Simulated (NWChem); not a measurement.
System: ZrNH3OCl2; SMILES [OH][Zr]([NH2])([Cl])[Cl]

NWChem printed, in part:

```
             Northwest Computational Chemistry Package (NWChem) 7.3.0
             --------------------------------------------------------

 C1  symmetry detected

                             Geometry "geometry" -> ""
                             -------------------------

 Output coordinates in angstroms (scale by  1.889725989 to convert to a.u.)

  No.       Tag          Charge          X              Y              Z
 ---- ---------------- ---------- -------------- -------------- --------------
    1 Zr                  40.0000    -0.26812878     0.00008002     0.02520605
    2 Cl                  17.0000     1.11394674    -1.92686590     0.02460808
    3 Cl                  17.0000     1.11062839     1.92966422     0.02742180
    4 O                    8.0000    -1.51280193    -0.00217587     1.45357800
    5 H                    1.0000    -1.97856538    -0.04541612     2.28957195
    6 N                    7.0000    -1.37468276     0.00107229    -1.64560616
    7 H                    1.0000    -2.39125812     0.00004031    -1.69906320
    8 H                    1.0000    -0.99760761     0.00450441    -2.59263946

 Effective nuclear repulsion energy (a.u.)     643.2835094847

                                 NWChem DFT Module
                                 -----------------

 Summary of "ao basis" -> "ao basis" (spherical)
 ------------------------------------------------------------------------------
       Tag                 Description            Shells   Functions and Types
 ---------------- ------------------------------  ------  ---------------------
 Zr                        def2-svpd                12       34   5s4p2d1f
 Cl                        def2-svpd                11       27   5s4p2d
 O                         def2-svpd                 9       23   4s3p2d
 H                         def2-svpd                 4        8   2s2p
 N                         def2-svpd                 8       20   4s2p2d

            General Information
            -------------------
          SCF calculation type: DFT
          Wavefunction type:  closed shell.
          No. of atoms     :     8
          No. of electrons :    64
           Alpha electrons :    32
            Beta electrons :    32
          Charge           :     0
          Spin multiplicity:     1
          Use of symmetry is: off; symmetry adaption is: off
          Maximum number of iterations: 150
          AO basis - number of functions:   155
                     number of shells:    63
          Convergence on energy requested:  1.00D-06
          Convergence on density requested:  1.00D-05
          Convergence on gradient requested:  5.00D-04

              XC Information
              --------------
                         PBE0 Method XC Functional
                     Hartree-Fock (Exact) Exchange  0.250
          PerdewBurkeErnzerhof Exchange Functional  0.750
            Perdew 1991 LDA Correlation Functional  1.000 local
           PerdewBurkeErnz. Correlation Functional  1.000 non-local

             Grid Information
             ----------------
          Grid used for XC integration:  medium
          Radial quadrature: Mura-Knowles
          Angular quadrature: Lebedev.
          Tag              B.-S. Rad. Rad. Pts. Rad. Cut. Ang. Pts.
          ---              ---------- --------- --------- ---------
          Zr                  1.55      123          12.0       590
          Cl                  1.00       88          13.0       590
          O                   0.60       49          12.0       434
          H                   0.35       45          13.0       434
          N                   0.65       49          12.0       434
          Grid pruning is: on
          Number of quadrature shells:   532
          Spatial weights used:  Erf1

      Superposition of Atomic Density Guess
      -------------------------------------

 Sum of atomic energies:       -1102.59514910

      Non-variational initial energy
      ------------------------------

 Total energy =   -1096.324582
 1-e energy   =   -2122.536473
 2-e energy   =     725.773833
 HOMO         =      -0.373780
 LUMO         =      -0.031074

     ---------------------------------------------
      Total Density - Mulliken Population Analysis
     ---------------------------------------------

    Atom       Charge   Shell Charges
 -----------   ------   -------------------------------------------------------
    1 Zr  12     8.98  -0.47  1.59  0.89  0.39  0.03  5.81  0.30  0.00 -0.38  0.83 -0.10  0.09
    2 Cl  17    17.89   2.00  1.99  1.25  0.71  0.05  5.94  2.23  3.43  0.27  0.01  0.01
    3 Cl  17    17.89   2.00  1.99  1.25  0.71  0.05  5.94  2.23  3.43  0.27  0.01  0.01
    4 O    8     8.88   1.99  1.12  0.64 -0.08  3.19  1.92  0.10  0.00 -0.01
    5 H    1     0.77   0.56  0.12  0.06  0.02
    6 N    7     7.92   1.99  1.06  0.42  0.09  2.68  1.69  0.00 -0.01
    7 H    1     0.81   0.61  0.11  0.04  0.05
    8 H    1     0.86   0.61  0.15  0.04  0.05

   convergence    iter        energy       DeltaE   RMS-Dens  Diis-err
 ---------------- ----- ----------------- --------- --------- ---------
 d= 0,ls=0.0,diis     1  -1098.4664866060 -1.40D+03  2.79D-02  1.67D+00
 d= 0,ls=0.0,diis     2  -1097.1136202015  1.35D+00  1.88D-02  1.46D+01
 d= 0,ls=0.0,diis     3  -1098.6818100297 -1.57D+00  1.97D-03  4.44D-02
 d= 0,ls=0.0,diis     4  -1098.6852748973 -3.46D-03  7.43D-04  1.95D-02
 d= 0,ls=0.0,diis     5  -1098.6871938038 -1.92D-03  3.23D-04  3.39D-03
  Resetting Diis
 d= 0,ls=0.0,diis     6  -1098.6875856961 -3.92D-04  4.92D-05  4.38D-05
 d= 0,ls=0.0,diis     7  -1098.6875906734 -4.98D-06  2.24D-05  3.18D-06
 d= 0,ls=0.0,diis     8  -1098.6875905424  1.31D-07  1.23D-05  4.31D-06
 d= 0,ls=0.0,diis     9  -1098.6875910507 -5.08D-07  2.28D-06  1.90D-07

         Total DFT energy =    -1098.687591050727
      One electron energy =    -2128.394462024169
           Coulomb energy =      807.858564805961
    Exchange-Corr. energy =      -78.589752202639
 Nuclear repulsion energy =      300.438058370121

 Numeric. integr. density =       64.000001049176

                       DFT Final Molecular Orbital Analysis
                       ------------------------------------

 Vector   30  Occ=2.000000D+00  E=-3.396574D-01
              MO Center=  1.0D+00,  1.9D-01, -1.4D-03, r^2= 4.8D+00
   Bfn.  Coefficient  Atom+Function         Bfn.  Coefficient  Atom+Function
  ----- ------------  ---------------      ----- ------------  ---------------
    75      0.441644  3 Cl pz                48      0.397590  2 Cl pz
    72      0.336766  3 Cl pz                45      0.303362  2 Cl pz
    69      0.195746  3 Cl pz                42      0.176303  2 Cl pz
     8     -0.131037  1 Zr pz                92      0.122869  4 O  s
    78      0.083213  3 Cl pz                17     -0.076593  1 Zr pz

 Vector   31  Occ=2.000000D+00  E=-3.291097D-01
              MO Center=  9.7D-01,  4.8D-02,  4.6D-02, r^2= 5.0D+00
   Bfn.  Coefficient  Atom+Function         Bfn.  Coefficient  Atom+Function
  ----- ------------  ---------------      ----- ------------  ---------------
    73     -0.358664  3 Cl px                46      0.352010  2 Cl px
    70     -0.272390  3 Cl px                43      0.267358  2 Cl px
    74      0.214313  3 Cl py                47      0.209265  2 Cl py
    71      0.164913  3 Cl py                44      0.161059  2 Cl py
    67     -0.157940  3 Cl px                40      0.155004  2 Cl px

 Vector   32  Occ=2.000000D+00  E=-2.970142D-01
              MO Center= -8.2D-01,  2.7D-03, -1.2D+00, r^2= 3.4D+00
   Bfn.  Coefficient  Atom+Function         Bfn.  Coefficient  Atom+Function
  ----- ------------  ---------------      ----- ------------  ---------------
   125      0.499697  6 N  py               128     -0.372753  6 N  py
    48      0.175872  2 Cl pz                75     -0.176566  3 Cl pz
    19      0.137671  1 Zr d -1              45      0.131697  2 Cl pz
    72     -0.132202  3 Cl pz                47      0.109046  2 Cl py
    74      0.109491  3 Cl py                 7      0.098936  1 Zr py

 Vector   33  Occ=0.000000D+00  E=-5.524630D-02
              MO Center= -9.9D-02, -1.3D-03, -5.9D-04, r^2= 2.8D+00
   Bfn.  Coefficient  Atom+Function         Bfn.  Coefficient  Atom+Function
  ----- ------------  ---------------      ----- ------------  ---------------
    22      0.785034  1 Zr d  2              20     -0.294452  1 Zr d  0
   123      0.202637  6 N  s                 27      0.164080  1 Zr d  2
    46     -0.157956  2 Cl px                73     -0.158331  3 Cl px
   141     -0.147374  7 H  s                 93      0.114380  4 O  px
    43     -0.108555  2 Cl px                70     -0.108773  3 Cl px

[...]

                         DFT ENERGY GRADIENTS

    atom               coordinates                        gradient
                 x          y          z           x          y          z
   1 Zr     -0.506690   0.000151   0.047633   -0.002336  -0.000057   0.000863
   2 Cl      2.105054  -3.641249   0.046503   -0.000700   0.001233   0.000023
   3 Cl      2.098783   3.646537   0.051820   -0.000727  -0.001264  -0.000009
   4 O      -2.858781  -0.004112   2.746864    0.003986   0.000444  -0.004687
   5 H      -3.738946  -0.085824   4.326664   -0.001424  -0.000351   0.002279
   6 N      -2.597774   0.002026  -3.109745    0.002851  -0.000015   0.004816
   7 H      -4.518823   0.000076  -3.210764   -0.001971   0.000009  -0.000893
   8 H      -1.885205   0.008512  -4.899378    0.000320   0.000002  -0.002391
```

Level: PBE0/def2-SVPD with def2 effective core potentials on Zr. Structure relaxed at the PBE0/def2-SVP level. No frequency run checked for a minimum. def2 effective core potentials on Zr; no spin-orbit coupling.

Task: Which NWChem input produces such a log?

Result: This is not unique; one that fits is the input that was run:
```
start job
memory heap 200 mb stack 900 mb global 1100 mb
geometry units angstroms noautoz
  Zr    -0.313413     0.114159     0.010069
  Cl     0.969976    -1.877272    -0.091759
  Cl     1.158542     1.962711     0.211254
  O     -1.611799     0.068958     1.389059
  H     -2.111615    -0.013072     2.202168
  N     -1.352062     0.300331    -1.693640
  H     -2.364543     0.356896    -1.782897
  H     -0.938376     0.355828    -2.623615
end
basis spherical
  Zr library def2-svpd
  Cl library def2-svpd
  O library def2-svpd
  H library def2-svpd
  N library def2-svpd
end
ecp
  Zr library def2-ecp
end
dft
  xc pbe0
  iterations 150
  mulliken
end
task dft gradient
```
